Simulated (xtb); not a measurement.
C2H7B, SMILES CBC. All values are semi-empirical tight-binding results from xtb (GFN2-xTB unless named), good for trends rather than for accurate numbers. Geometry: GFN2-xTB.

Optimised geometry:

Bonded distances (Å): B1–H2 1.174, B1–C3 1.571, B1–C7 1.571, C3–H4 1.089, C3–H5 1.087, C3–H6 1.091, C7–H8 1.091, C7–H9 1.088, C7–H10 1.087. Bond angles (°): H2–B1–C3 119.2, H2–B1–C7 119.3, C3–B1–C7 121.5, B1–C3–H4 112.7, B1–C3–H5 114.4, B1–C3–H6 108.3, H4–C3–H5 108.3, H4–C3–H6 105.7, H5–C3–H6 107.0, B1–C7–H8 108.2, B1–C7–H9 112.9, B1–C7–H10 114.4, H8–C7–H9 105.7, H8–C7–H10 106.9, H9–C7–H10 108.3.

```yaml
point_group_as_xtb_finds_it: C2
orbital_gap: 4.80 eV
dipole_moment: 0.45 D
zero_point_energy: 52.7 kcal/mol
G − E(el) at 298.15 K (modified RRHO): 36.0 kcal/mol
static polarisability (D4 model): 39.7 bohr³
solvation energy, GFN2-xTB/ALPB(water): -0.7 kcal/mol
solvation energy, GFN2-xTB/ALPB(dmso): -2.9 kcal/mol
```

Problem. Give the IR lines (harmonic; lines under 4 % of the strongest left out, lines within 3 cm⁻¹ merged). (The exact figures need the calculation; the answer reports its results.)

Solution. ν (cm⁻¹): 887 (vs), 1053 (m), 1198 (vs), 1379 (m), 2610 (s), 2987 (m), 3023 (m), 3037 (m) (against the strongest line: vs over 80 %, s over 45 %, m over 15 %, w over 4 %, vw less)

Problem. Give the atomic charges and the Wiberg bond orders between heavy atoms. (The exact figures need the calculation; the answer reports its results.)

Solution. charges (e) B1 0.25, H2 -0.10, C3 -0.19, H4 0.04, H5 0.03, H6 0.05, C7 -0.19, H8 0.05, H9 0.04, H10 0.03. Bond orders B1–C3 1.06, B1–C7 1.06.
